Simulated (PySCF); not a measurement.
C2H3O2, SMILES [CH2]OC=O, multiplicity 2. Atoms are numbered in the order given.

```xyz
7

C     -0.4412    -1.3984     0.0000
O      0.6404    -0.5739     0.0000
C      0.4471     0.7701     0.0000
O     -0.6199     1.3138     0.0000
H     -1.4373    -0.9593     0.0000
H     -0.1986    -2.4576     0.0000
H      1.4366     1.2678     0.0000
```
Charge 0, spin multiplicity 2.

The structure is a stationary point at B3LYP-D3(BJ)/def2-SVP. The isomer is the one that the SMILES or the coordinates give; other isomers of the formula were not compared. The values are those of a single conformer.

Two levels are set side by side: PBE/pcH-1 (PySCF) and B3LYP/pcH-1 (PySCF). Contact hyperfine couplings, same geometry. Differences are taken from unrounded values.

```json
[
 {"quantity": "A(iso) of 13C, atom C1 (MHz)", "B3LYP": "94.0", "PBE": "74.8", "PBE minus B3LYP": "-19.2"},
 {"quantity": "A(iso) of 17O, atom O2 (MHz)", "B3LYP": "-7.5", "PBE": "-4.0", "PBE minus B3LYP": "3.5"},
 {"quantity": "A(iso) of 13C, atom C3 (MHz)", "B3LYP": "4.4", "PBE": "6.4", "PBE minus B3LYP": "2.0"},
 {"quantity": "A(iso) of 17O, atom O4 (MHz)", "B3LYP": "-3.5", "PBE": "-1.9", "PBE minus B3LYP": "1.5"},
 {"quantity": "A(iso) of 1H, atom H5 (MHz)", "B3LYP": "-67.5", "PBE": "-61.1", "PBE minus B3LYP": "6.4"},
 {"quantity": "A(iso) of 1H, atom H6 (MHz)", "B3LYP": "-67.4", "PBE": "-61.4", "PBE minus B3LYP": "6.0"},
 {"quantity": "A(iso) of 1H, atom H7 (MHz)", "B3LYP": "-8.3", "PBE": "-10.5", "PBE minus B3LYP": "-2.1"}
]
```

Rough cost on one machine, each run with all the roots and properties that it gave: B3LYP against PBE within a factor of 2.
